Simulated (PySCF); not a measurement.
Al(F)(Br)(Et), C₂H₅AlBrF, SMILES C[CH2][Al]([F])[Br], PBE0/def2-SVP optimised geometry.

```
10

Al     0.41    -0.48     0.00
F     -0.32    -1.97     0.00
Br     2.66    -0.48     0.00
C     -0.63     1.16     0.00
C     -2.15     1.00     0.00
H     -0.29     1.75    -0.87
H     -0.30     1.75     0.87
H     -2.51     0.44     0.88
H     -2.51     0.45    -0.89
H     -2.66     1.97     0.00
```

Density from PBE0/def2-TZVP run with PySCF at that geometry.

Minimum of the electron density along straight lines between bonded atoms, close to the bond critical point (lines longer than 1.1 times the sum of covalent radii, or with two minima, are not listed):

```json
[
 {"bond": "Al1–F2", "length / Å": "1.664", "ρ at the minimum / e bohr⁻³": "0.109", "∇²ρ there / e bohr⁻⁵": "0.88", "position (fraction from the first atom)": "0.43"},
 {"bond": "Al1–Br3", "length / Å": "2.250", "ρ at the minimum / e bohr⁻³": "?", "∇²ρ there / e bohr⁻⁵": "0.20", "position (fraction from the first atom)": "0.37"},
 {"bond": "Al1–C4", "length / Å": "1.942", "ρ at the minimum / e bohr⁻³": "?", "∇²ρ there / e bohr⁻⁵": "0.25", "position (fraction from the first atom)": "0.41"},
 {"bond": "C4–C5", "length / Å": "1.529", "ρ at the minimum / e bohr⁻³": "0.239", "∇²ρ there / e bohr⁻⁵": "?", "position (fraction from the first atom)": "0.50"},
 {"bond": "C4–H6", "length / Å": "1.106", "ρ at the minimum / e bohr⁻³": "0.264", "∇²ρ there / e bohr⁻⁵": "-0.85", "position (fraction from the first atom)": "0.64"},
 {"bond": "C4–H7", "length / Å": "1.106", "ρ at the minimum / e bohr⁻³": "0.264", "∇²ρ there / e bohr⁻⁵": "-0.85", "position (fraction from the first atom)": "0.64"},
 {"bond": "C5–H8", "length / Å": "1.101", "ρ at the minimum / e bohr⁻³": "0.272", "∇²ρ there / e bohr⁻⁵": "-0.91", "position (fraction from the first atom)": "0.64"},
 {"bond": "C5–H9", "length / Å": "1.101", "ρ at the minimum / e bohr⁻³": "0.272", "∇²ρ there / e bohr⁻⁵": "-0.91", "position (fraction from the first atom)": "0.64"},
 {"bond": "C5–H10", "length / Å": "1.102", "ρ at the minimum / e bohr⁻³": "0.272", "∇²ρ there / e bohr⁻⁵": "-0.91", "position (fraction from the first atom)": "0.64"}
]
```

### Question
Fill in the missing entries.

### Answer

- Al1–Br3, ρ at the minimum / e bohr⁻³: 0.067
- Al1–C4, ρ at the minimum / e bohr⁻³: 0.091
- C4–C5, ∇²ρ there / e bohr⁻⁵: -0.57
